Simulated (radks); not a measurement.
Results of a calculation; reference values are marked as such.
Question: Orbital eigenvalues (eV) of neutral silicon, [Ne] 3s2 3p2, of relativity; Dirac values are averaged over j with weights 2j + 1. Spin-unpolarised spherical Kohn-Sham, PBE, point nucleus unless stated (finite: rms radius 3.1224 fm), a radial shooting solver on a logarithmic mesh with Libxc functionals. A level marked "c x" has the speed of light scaled by that factor and shares open shells by 2j + 1; other Dirac levels either fill j = l - 1/2 first or share by 2j + 1.

shell  non-rel.
1s      -1781.2
2s      -138.84
2p      -95.591
3s      -10.768
3p      -4.0903

Give the values at the level "Dirac, low j first".

Answer: 
shell  Dirac, low j first  change of magnitude (%)
1s                -1785.8                    +0.26
2s                -139.46                    +0.44
2p                -95.517                    -0.08
3s                -10.797                    +0.27
3p                -4.0689                    -0.52
